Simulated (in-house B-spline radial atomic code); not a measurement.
## RPA and G0W0 on PBE: Yb⁺

Configuration [Xe] 4f14 6s1, highest spin, mean-field start PBE. Computed with a B-spline radial code for spherical atoms: all electrons, scalar-relativistic (spin-free one-electron X2C), finite nucleus, each spin shell either full or empty, empty states to l = 9 with an (l + 1/2)⁻⁴ tail; G0W0 by contour deformation at full frequency.

Without the two-electron picture change, the correlation of inner shells comes somewhat too large for so heavy an element.

RPA overbinds a lone outer s electron by self-correlation, and G0W0 tends to as well.

Command:
```bash
python run_gw.py task.json out
```
Settings (radii: box in bohr, nucleus in fm):
```
Z                        70
electrons                69
configuration            [Xe] 4f14 6s1
hamiltonian              x2c
method                   pbe,pbe
lmax                     9
rms_radius               5.3108
spin_polarised           True
box_radius               23.78
intervals                70
ion_configuration        [Xe] 4f14
```

Time taken, with all properties: 25 s on 1 thread of Arm Neoverse N1, on a shared host.

Energies (hartree):

| term | value |
| --- | --- |
| mean-field total | -14059.59707 |
| Hartree-Fock functional on these orbitals | -14054.39650 |
| direct second order | -8.2772 |
| second-order exchange | 1.9879 |
| SOSEX correction | 1.7589 |

**Question.** What is the RPA correlation energy, and what remains with SOSEX?

**Answer.** RPA gives -6.5194 hartree (-2.57 eV per electron); RPA + SOSEX gives -4.7604, and the second-order doubles -6.2893 hartree (no singles). RPA lacks exchange-type terms and so overcorrelates at short range.

Quasi-particle levels (eV):

```csv
level,occupied,mean field,Σx - vxc,Σc,QP weight,G0W0
6s up,yes,-9.610,-1.82,?,?,?
6s down,no,-8.703,4.35,-2.26,0.826,-6.616
```

G0W0 = mean field + (Σx - vxc) + Σc, with Σc (partial-wave tail included) taken at the quasi-particle energy. Only the outer levels were computed. Levels of low weight are left out.

**Question.** Where does G0W0 put 6s up?

**Answer.** At -12.662 eV, with Σc = -1.23 eV and a quasi-particle weight of 0.891. The tabulated removal energy is 12.179 eV (NIST, measured); the calculation leaves out spin-orbit coupling, Breit and QED terms, and what these don't explain is the method's own error.

**Question.** What does it cost to remove one electron (to [Xe] 4f14) by differences of total energies, each species on its own start (correlation terms add to the Hartree-Fock functional)?

**Answer.** PBE 12.423 eV, Hartree-Fock functional 11.064 eV, + RPA 12.657 eV, + RPA + SOSEX 12.030 eV, + second order 13.938 eV. Tabulated: 12.179 eV (NIST, measured); the calculation leaves out spin-orbit coupling, Breit and QED terms, and what these don't explain is the method's own error.
